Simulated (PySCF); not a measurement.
CH6AlOP.

```xyz
10

Al     0.2890    -0.2321     0.2922
C      2.1458    -0.5002    -0.2346
H      2.2220    -1.3102    -0.9815
H      2.7700    -0.7830     0.6284
H      2.5787     0.4022    -0.6981
O     -0.1844    -0.8618     1.8100
H     -1.0594    -0.8308     2.2061
P     -1.2353     0.9987    -1.0024
H     -2.3186     0.0916    -0.7752
H     -0.8194     0.3638    -2.2155
```

The structure is a stationary point at B3LYP-D3(BJ)/def2-SVP. The structure was generated by enumeration; whether it is a known compound was not checked. Other conformers were not sampled.

These are PySCF with KT2/pcSseg-1 values and carry that method's errors. Non-relativistic, no solvent.

Computed absolute GIAO shielding of each atom: isotropic value and principal components (ppm):
| atom | σ(iso) | σ11 | σ22 | σ33 | span |
|---|---|---|---|---|---|
| Al1 | 341.8 | 262.9 | 343.7 | 418.9 | 156.1 |
| C2 | 191.0 | 180.4 | 188.8 | 203.9 | 23.5 |
| H3 | 31.4 | 27.6 | 28.7 | 38.0 | 10.3 |
| H4 | 31.3 | 26.6 | 28.3 | 39.0 | 12.4 |
| H5 | 31.4 | 27.4 | 29.2 | 37.7 | 10.3 |
| O6 | 225.5 | 122.7 | 272.9 | 281.0 | 158.2 |
| H7 | 27.9 | 22.6 | 23.1 | 38.1 | 15.5 |
| P8 | 625.5 | 558.2 | 639.4 | 678.9 | 120.7 |
| H9 | 30.2 | 25.6 | 27.0 | 38.2 | 12.6 |
| H10 | 30.3 | 25.5 | 27.4 | 37.8 | 12.3 |
